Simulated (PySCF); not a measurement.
This PySCF input asks for the NMR shieldings of `InChI=1S/C7H11NSi/c1-4-7-5-8(3)9-6(7)2/h1,7H,2,5,9H2,3H3/t7-/m1/s1`; the geometry comes from GFN2-xTB.

```python
import basis_set_exchange as bse
import numpy as np
from pyscf import gto, dft
from pyscf.prop import nmr

atoms = """
C    -1.406766    3.100139   -0.891534
C    -0.973889    2.137344   -0.327133
C    -0.447040    0.955659    0.322137
C     0.961020    0.613098   -0.194946
N     1.203832   -0.787361    0.069100
C     2.552307   -1.226715   -0.140154
Si   -0.200699   -1.773642    0.021498
C    -1.320742   -0.268518    0.135541
C    -2.639982   -0.222161    0.063536
H    -1.786666    3.950545   -1.374107
H    -0.382782    1.147342    1.401564
H     1.027428    0.836413   -1.270938
H     1.719409    1.219444    0.315020
H     2.861914   -1.122880   -1.188168
H     3.242573   -0.642310    0.476779
H     2.631364   -2.274175    0.141038
H    -0.182867   -2.674171    1.177776
H    -0.447667   -2.539723   -1.211105
H    -3.194126    0.703951    0.111445
H    -3.221769   -1.121598   -0.050081
"""
names = dict.fromkeys(["C", "N", "Si", "H"], "pcSseg-1")
basis = {el: gto.basis.parse(bse.get_basis(n, elements=[el], fmt="nwchem")) for el, n in names.items()}
mol = gto.M(atom=atoms, basis=basis, charge=0, verbose=0)
mf = dft.RKS(mol, xc="PBE0")
mf.grids.level = 2
mf.grids.alignment = dft.numint.BLKSIZE   # the property module wants whole blocks of grid points
mf.conv_tol = 1e-9
mf.kernel()

calc = nmr.RKS(mf)   # GIAO
C = mf.mo_coeff
Co = C[:, mf.mo_occ > 0]
resp = mf.gen_response(singlet=True, hermi=2)
def vind(x):   # induced exchange potential for any number of trial vectors
    d = np.einsum("pi,xij,qj->xpq", C, 2 * x.reshape(-1, C.shape[1], Co.shape[1]), Co, optimize=True)
    return np.einsum("xpq,pi,qj->xij", resp(d - d.transpose(0, 2, 1)), C, Co, optimize=True).ravel()
mo1, _ = nmr.rhf.solve_mo1(calc, with_cphf=vind)
sigma = calc.kernel(mo1)
for i, s in enumerate(sigma):   # ppm
    w = np.linalg.eigvalsh((s + s.T) / 2)
    print("%2d %-2s iso %8.1f  s11 %8.1f  s22 %8.1f  s33 %8.1f" % (i, mol.atom_pure_symbol(i), w.mean(), *w))
```

Question: What does it print?

Answer: 
```
 0 C  iso    109.1  s11     36.5  s22     43.2  s33    247.5
 1 C  iso     97.4  s11     -3.7  s22     -0.4  s33    296.4
 2 C  iso    147.3  s11    128.4  s22    152.4  s33    161.2
 3 C  iso    121.9  s11     89.5  s22    115.3  s33    161.0
 4 N  iso    238.5  s11    196.2  s22    243.1  s33    276.1
 5 C  iso    149.8  s11    124.8  s22    138.2  s33    186.2
 6 Si iso    384.7  s11    342.6  s22    351.1  s33    460.3
 7 C  iso     31.1  s11    -74.8  s22     26.2  s33    141.8
 8 C  iso     51.1  s11    -71.8  s22     58.4  s33    166.7
 9 H  iso     30.1  s11     24.7  s22     25.1  s33     40.3
10 H  iso     28.0  s11     24.7  s22     26.5  s33     33.0
11 H  iso     28.6  s11     24.1  s22     28.1  s33     33.4
12 H  iso     28.5  s11     24.3  s22     28.5  s33     32.8
13 H  iso     29.0  s11     24.4  s22     26.5  s33     36.2
14 H  iso     29.1  s11     24.3  s22     26.7  s33     36.2
15 H  iso     28.8  s11     23.8  s22     26.8  s33     35.8
16 H  iso     26.7  s11     23.0  s22     24.6  s33     32.4
17 H  iso     26.7  s11     23.6  s22     24.4  s33     32.1
18 H  iso     25.0  s11     21.6  s22     23.9  s33     29.5
19 H  iso     25.6  s11     22.4  s22     24.4  s33     30.1
```

These numbers come from an equivalent density-fitted implementation of the same equations, which agrees with the script to about 0.01 ppm for H and up to a few tenths of a ppm for heavy atoms, so last digits may differ.

Question: Turn these shieldings into chemical shifts. Chemical shifts δ = σref − σ; $^{13}$C (σref 186.93), $^{29}$Si (σref 349.16), $^{1}$H (σref 31.72) against TMS; NH3 for $^{15}$N (σref 267.73), all at this level.

Answer: Averaging equivalent atoms: C 7: 155.8; C 8: 135.8; C 1: 89.5; C 0: 77.9; C 3: 65.0; C 2: 39.6; C 5: 37.2; N 4: 29.3; Si 6: -35.5; H 18: 6.70; H 19: 6.07; H 16: 5.04; H 17: 5.02; H 10: 3.68; H 12: 3.17; H 11: 3.14; H 13/14/15: 2.76; H 9: 1.66 ppm. Experimental scales use liquid or dissolved standards, which lie at an offset from isolated NH3 (liquid NH3: subtract about 20 ppm).

Size and cost of the density-fitted run: 215 basis functions, 67 s wall time on 1 thread of an Arm Neoverse N1, shared host; peak memory 1 GiB.
